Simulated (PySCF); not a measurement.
Spectrum to structure. The calculation used TDDFT B3LYP/def2-SVPD, vertical, gas phase, core orbitals frozen in the response (PySCF 2.14.0, density-fitted response routines). Geometries: PBE0-D3(BJ)/def2-SVP, one conformer each.

```csv
state,λ (nm),f
S1,471.4,0.0000
S2,299.6,0.230
S3,285.8,0.0008
S4,227.8,0.019
S5,223.0,0.052
S6,218.1,0.0019
S7,210.0,0.0048
S8,205.7,0.0064
S9,205.1,0.0001
S10,204.3,0.083
```

Triplets computed (Tamm–Dancoff): 2.27, 2.79, 4.09, 4.33 eV.

Question: Which candidate is it? All have the formula C8H8S.
A. `[C@H]12[C@@]3([C@H]4[C@H]5[C@@H]3[C@@H]2C5[C@@H]14)S`
B. `[C@@H]12[C@H]3[C@@H]1[C@H]1[C@@]2([C@@H]31)C(C)=S`
C. `C=CC1=CC=CC=C1S`

Answer: B. Its S1, at 2.63 eV, is the lowest among the candidates; the nearest of the others has S1 at 4.25 eV. S1 is HOMO→LUMO (100%). S1 has the pattern of n→π* at C=S. At the same level the other candidates give, for their lowest levels:
- `S[C@]12[C@H]3[C@@H]4C5[C@H]3[C@H]1[C@@H]5[C@@H]42`: 239 nm (f 0.013); 212 nm (f 0.013); 205 nm (f 0.000); 200 nm (f 0.011); 198 nm (f 0.008); T1 4.86 eV; HOMO -6.33, LUMO -0.01 eV
- `C=Cc1ccccc1S`: 292 nm (f 0.067); 258 nm (f 0.110); 239 nm (f 0.297); 227 nm (f 0.044); 224 nm (f 0.021); T1 3.28 eV; HOMO -6.32, LUMO -1.43 eV

The values belong to the conformer `[CH3:1][C:2](=[S:3])[C@@:4]12[C@@H:5]3[C@H:6]4[C@@H:7]3[C@@H:8]1[C@@H:9]24`: C1–C2–C4–C5 0°.
